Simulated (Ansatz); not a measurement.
`C[SiH](O)[SiH3]` + H₂O → `C[SiH](O)O` + SiH₄ at 600 K and 1 bar (formal hydrolysis of the Si–Si bond).

Program: Ansatz. Geometries: PBE0-D4/def2-TZVP. ΔE: electronic, gas phase. CBS: MP2 limit from def2 TZ/QZ plus the TZ coupled-cluster correction, frozen cores. This one scheme is used for every species. Each species was taken in one conformer, which may not be the lowest.

| species | CCSD(T)/CBS energy (Eh) | H − E (kJ/mol) | S (J/(mol·K)) |
| --- | --- | --- | --- |
| `C[SiH](O)[SiH3]` | -696.24702 | 291.6 | 466.7 |
| H₂O | -76.37941 | 76.8 | 212.8 |
| `C[SiH](O)O` | -481.21022 | 252.8 | 408.6 |
| SiH₄ | -291.46306 | 108.7 | 242.3 |

H − E and S are ideal-gas, rigid-rotor, harmonic terms from PBE0-D4/def2-TZVP, for one conformer and one mirror image of each species. 1 Eh = 2625.50 kJ/mol, R = 8.31446 J/(mol·K).

**Question.** By hand: ΔE, ΔH, ΔS and ΔG.

**Answer.** ΔE = (-481.21022) + (-291.46306) − (-696.24702) − (-76.37941) = -0.04685 Eh = -123.0 kJ/mol. Δ(H − E) = 252.8 + 108.7 − 291.6 − 76.8 = -6.9, so ΔH = -129.9 kJ/mol. ΔS = 408.6 + 242.3 − 466.7 − 212.8 = -28.6 J/(mol·K). ΔG = -129.9 − 600 × (-28.6)/1000 = -112.7 kJ/mol.

**Question.** By hand: the equilibrium constant, and the temperature at which ΔG would vanish if ΔH and ΔS stayed fixed.

**Answer.** log₁₀ K = −ΔG/(RT ln 10) = 9.8. ΔG = 0 at ΔH/ΔS = 4542 K, far beyond where these terms or the molecules hold.

ΔH outweighs TΔS. A doubt of 5 kJ/mol in ΔE shifts log₁₀ K by 0.4 here. Other conformers and mirror images would add mixing entropy, several J/(mol·K) or more a flexible species. These are equilibria of isolated gas molecules and say nothing of rates. Largest T1 diagnostic: 0.012 (customary marks: 0.02 for closed shells, 0.045 for open ones).
